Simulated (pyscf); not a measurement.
Single points on ωB97X-D3(BJ)/def2-SVP structures (PySCF, gas phase).

`[B][OH]` [singlet] → `[BH]=[O]`
Surface: singlet. Broken: H–O. Formed: B–H. Give ΔE‡ and ΔE from M06-2X/def2-TZVP, relative to the reactant's lowest minimum found.

ΔE‡ = 126.6 kJ/mol, ΔE = -187.0 kJ/mol. CCSD(T)/def2-TZVPP + ΔMP2(QZVPP) gives 123.9 kJ/mol and -185.9 kJ/mol. Zero-point energy shifts the barrier by -10.7 kJ/mol. It is a hydrogen shift, with an imaginary mode of 1496i cm⁻¹. The CCSD(T) − MP2 part came from Ansatz, without density fitting, on the same reference.
